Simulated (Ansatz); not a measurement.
Input file for Ansatz (a program for electronic structure): R-CCSD(T)/cc-pV(T+d)Z on AlFH4N2 (SMILES [NH2][Al]([NH2])[F]), a point of a torsion scan. Files ending in .json are basis or fitting sets from the Basis Set Exchange.

Ansatz 0.2 input:
```yaml
crystal:
  periodic: [false, false, false]
  atoms:
    - {symbol: N, position_ang: [1.43900809, -0.54694686, 0.20397322]}
    - {symbol: Al, position_ang: [0.35076340, 0.80538886, 0.57976319]}
    - {symbol: N, position_ang: [0.44436330, 2.42396462, -0.13908351]}
    - {symbol: F, position_ang: [-0.88976923, 0.52006802, 1.63354338]}
    - {symbol: H, position_ang: [1.64765018, -1.29896816, 0.84606831]}
    - {symbol: H, position_ang: [2.16963323, -0.49502434, -0.48983697]}
    - {symbol: H, position_ang: [-0.22265358, 3.16128752, 0.03947696]}
    - {symbol: H, position_ang: [1.13313808, 2.74321259, -0.80182480]}
basis:
  gaussian:
    orbitals: cc-pV_T+d_Z.json
magnetization: {spin_polarized: false}
correlation: {method: ccsd_t, electrons: outside_noble_gas}
scf: {lower_state_search: off}
```

Question: Give the final energy of this run.

Answer: -453.6524 hartree (reference determinant -452.8471, T1 diagnostic 0.011).

Question: How many basis functions does it have, and what does it roughly cost on one machine?

Answer: 185 functions; very roughly 70 core-seconds.
